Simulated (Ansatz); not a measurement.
Consider the formal exchange of groups at a C–Si bond: `[SiH3]C1=NCO1` + CH₄ → `CC1=NCO1` + SiH₄.

Computed with Ansatz on PBE0-D4/def2-TZVP structures; ΔE is electronic, products minus reactants. CBS: MP2 limit from def2 TZ/QZ plus the TZ coupled-cluster correction, frozen cores. This one scheme is used for every species.

```tsv
species	SCS-MP2/def2-QZVPP energy (Eh)
`[SiH3]C1=NCO1`	-497.86910
CH₄	-40.43589
`CC1=NCO1`	-246.86476
SiH₄	-291.43864
```

Task: Work out ΔE.

Result: ΔE = (-246.86476) + (-291.43864) − (-497.86910) − (-40.43589) = 0.00159 Eh = +4.2 kJ/mol. CCSD(T)/CBS gives +4.8 kJ/mol.

Largest T1 diagnostic among the species: 0.015.

In def2-TZVPP, CCSD(T) changes the Hartree–Fock value by +11.2 kJ/mol (the triples alone add +2.3 kJ/mol) and MP2 by +12.6 kJ/mol. From PBE to PBE0 (25 % exact exchange), in def2-TZVPP and without D4, ΔE moves by −4.7 kJ/mol.
